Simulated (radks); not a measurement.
Results of a calculation; reference values are marked as such.
Pb II, 81 electrons, occupied as [Hg] 6p1.

Level of theory: non-relativistic Kohn-Sham, LDA (Slater exchange, Perdew-Wang correlation), spin-unpolarised, spherical densities, point nucleus; relativity is left out, which matters for an element this heavy (a radial shooting solver on a logarithmic mesh with Libxc functionals).

Energy parts (hartree):
part                       energy
total                 -19518.7040
kinetic                19512.4269
electron-nucleus      -46436.5627
Hartree                 7759.2125
exchange-correlation    -353.7807

Orbitals (lengths in bohr, moments of r in powers of bohr):
orbital  occ.  eigenvalue (hartree)      <r^2>
1s          2             -2901.360  0.0004556
2s          2             -489.1239   0.007064
2p          6             -471.1584   0.005203
3s          2             -116.8071    0.04346
3p          6             -108.2307    0.03990
3d         10             -92.17019    0.03058
4s          2             -26.03338     0.2054
4p          6             -22.27061     0.2094
4d         10             -15.31006     0.2169
4f         14              -5.87253     0.2352
5s          2              -4.48633      1.008
5p          6              -3.22111      1.169
5d         10              -1.18065      1.891
6s          2              -0.61102      7.104
6p          1              -0.37414      10.60
7s          0              -0.14719      43.24
5f          0              -0.03633      203.6

The highest occupied level is 6p at -10.181 eV. Virial ratio -V/T = 2.00032. Summed over all electrons, <r^2> = 60.56 bohr^2, which gives a Langevin (diamagnetic) susceptibility term of -48 x 10^-6 cm^3/mol. For comparison, the ionisation energy in NIST's Atomic Spectra Database is 15.032 eV (measured). In exact Kohn-Sham theory the highest level is minus the ionisation energy, but local and semilocal functionals leave it too shallow, through self-interaction and a potential that decays too fast; potentials with the right tail come closer. The electron density at the nucleus is 3.957e+05 e/bohr^3. The density falls to 0.001 e/bohr^3 at r = 4.38 bohr.

Beside tabulated values, note that spin-unpolarised runs miss the spin-polarisation part of the exchange energy of open shells.
